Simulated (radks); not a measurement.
Task: Bi I, 83 electrons, occupied as [Hg] 6p3. Calculated with a radial shooting solver on a logarithmic mesh with Libxc functionals: scalar-relativistic Kohn-Sham, PBE, spin-polarised, spherical densities, point nucleus; open shells are filled with parallel spins first (spin-orbit coupling, left out, can overturn this in heavy ions). Some entries of the table are withheld. Estimate them.

orbital  occ.  eigenvalue (eV)  <1/r> (bohr^-1)
1s up       1        -90688.60            103.4
1s down     1        -90688.57            103.4
2s up       1        -16293.75            24.28
2s down     1        -16293.74            24.28
2p up       3        -13934.17            21.22
2p down     3        -13934.15            21.22
3s up       1        -3932.924            8.996
3s down     1        -3932.904            8.996
3p up       3        -3259.006            8.110
3p down     3        -3258.984            8.110
3d up       5        -2583.230            7.603
3d down     5        -2583.210            7.603
4s up       1        -902.5456            3.879
4s down     1        -902.5129            3.879
4p up       3        -681.8042            3.479
4p down     3        -681.7690            3.479
4d up       5        -429.8045            3.131
4d down     5        -429.7644            3.131
5s up       1        -157.5695            1.645
5s down     1        -157.4740            1.645
4f up       7        -152.3405            2.745
4f down     7        -152.2942            2.745
5p up       3         -95.6377            1.409
5p down     3         -95.5434            1.409
5d up       5         -26.9666            1.060
5d down     5         -26.6570            1.068
6s up       1              (1)           0.5852
6s down     1              (2)           0.5966
6p up       3          -5.1789              (3)
6p down     0          -3.3587              (4)

Result: 
(1) 6s up eigenvalue (eV): -14.9687
(2) 6s down eigenvalue (eV): -13.4150
(3) 6p up <1/r> (bohr^-1): 0.4187
(4) 6p down <1/r> (bohr^-1): 0.4151
